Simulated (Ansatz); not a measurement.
Born–Oppenheimer molecular dynamics of BFH₆OSi₂ (11 atoms, charge 0, multiplicity 1). It starts from a relaxed structure.

Theory: RKS PBE0-D4/STO-3G (Ansatz).

```
ensemble        : NVT, Langevin thermostat
time step       : 0.25 fs
steps asked     : 250
set temperature : 500 K
friction        : 0.01 /fs
masses          : H 2.014 u
seed            : 199663
```

First frame:

```xyz
11
Properties=species:S:1:pos:R:3
O 0.396 1.954 0.593
B 0.833 0.894 1.266
Si 0.411 -0.942 0.640
Si -0.788 -0.537 -1.226
F -0.850 1.163 -1.299
H -0.170 1.680 -0.266
H 1.472 1.083 2.235
H 1.553 -1.751 0.280
H -0.403 -1.728 1.539
H -0.210 -0.926 -2.498
H -2.179 -0.946 -1.244
```

Question: How far do the bonds stretch over the last three quarters of this one trajectory? (Pairs bonded in most of those frames.)

Answer: 
| bond | mean (Å) | spread (Å) | shortest | longest |
| --- | --- | --- | --- | --- |
| O1–B2 | 1.332 | 0.023 | 1.29 | 1.37 |
| O1–H6 | 1.065 | 0.015 | 1.04 | 1.09 |
| B2–Si3 | 2.021 | 0.025 | 1.97 | 2.06 |
| B2–H7 | 1.183 | 0.034 | 1.12 | 1.24 |
| Si3–Si4 | 2.256 | 0.052 | 2.18 | 2.33 |
| Si3–H8 | 1.452 | 0.024 | 1.41 | 1.49 |
| Si3–H9 | 1.448 | 0.024 | 1.40 | 1.50 |
| Si4–F5 | 1.706 | 0.037 | 1.65 | 1.75 |
| Si4–H10 | 1.459 | 0.036 | 1.40 | 1.51 |
| Si4–H11 | 1.458 | 0.036 | 1.39 | 1.52 |

Mean temperature of the second half: 347 K. The mean temperature of the second half is 31 % below the set value. A run of 0.062 ps of so small a system gives no equilibrium averages. Limits of this set-up: minimal basis.

Time of the run: 6.9 min on 1 thread of Arm Neoverse V1, with other jobs on the host, peak memory 0.092 GiB.
